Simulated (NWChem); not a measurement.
Molecule: C3H5ClSi; SMILES C#C[Si@@H](C)Cl

**Question.** Give the equilibrium geometry at PBE0/def2-SVP (NWChem) as a list of bonds and angles, with the point group.

**Answer.** point group C1; any orientation.
Bonded distances (Å): C1–C2 1.217, C1–H6 1.076, C2–Si3 1.833, Si3–C4 1.862, Si3–Cl5 2.075, Si3–H7 1.488, C4–H8 1.100, C4–H9 1.100, C4–H10 1.101. Bond angles (°): C2–C1–H6 179.7, C1–C2–Si3 178.9, C2–Si3–C4 110.6, C2–Si3–Cl5 108.4, C2–Si3–H7 108.9, C4–Si3–Cl5 109.3, C4–Si3–H7 112.3, Cl5–Si3–H7 107.3, Si3–C4–H8 110.5, Si3–C4–H9 110.4, Si3–C4–H10 110.1, H8–C4–H9 108.6, H8–C4–H10 108.6, H9–C4–H10 108.5.
